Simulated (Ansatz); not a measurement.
Calculated with Ansatz (gas phase, PBE0-D4/def2-TZVP geometries, no zero-point term in ΔE). CCSD(T)/CBS is the MP2 limit (def2-TZVPP, def2-QZVPP) plus CCSD(T) − MP2 in def2-TZVPP, frozen cores. DFT in def2-TZVPP. Elements past krypton have def2 core potentials. For Br, In outer-core shells are correlated without core-valence functions, which leaves a few kJ/mol of doubt a bond. Scalar relativity is left out up to krypton. One conformer a species, not always the lowest.

`OCBBr` + `[SiH3][O][In]([SH])[O][SiH3]` → `OCBO[SiH3]` + `[SiH3][O][In]([SH])[Br]`  (redistribution)

| species | PBE-D4 energy (Eh) |
| --- | --- |
| `OCBBr` | -2714.25624 |
| `[SiH3][O][In]([SH])[O][SiH3]` | -1321.57814 |
| `OCBO[SiH3]` | -506.85853 |
| `[SiH3][O][In]([SH])[Br]` | -3529.02351 |

Task: Work out ΔE.

Result: ΔE = (-506.85853) + (-3529.02351) − (-2714.25624) − (-1321.57814) = -0.04766 Eh = -1.30 eV. CCSD(T)/CBS gives -1.33 eV.

Largest T1 diagnostic among the species: 0.015.

From PBE to PBE0 (25 % exact exchange), in def2-TZVPP and without D4, ΔE moves by −0.09 eV. The D4 term adds +0.07 eV with B3LYP and +0.04 eV with PBE0; it sums over pairs of atoms, weighted by their polarisabilities, and B3LYP, whose exchange is more repulsive, gets the larger term.

B3LYP here is the variant with VWN-RPA as its local correlation; programs differ in this.
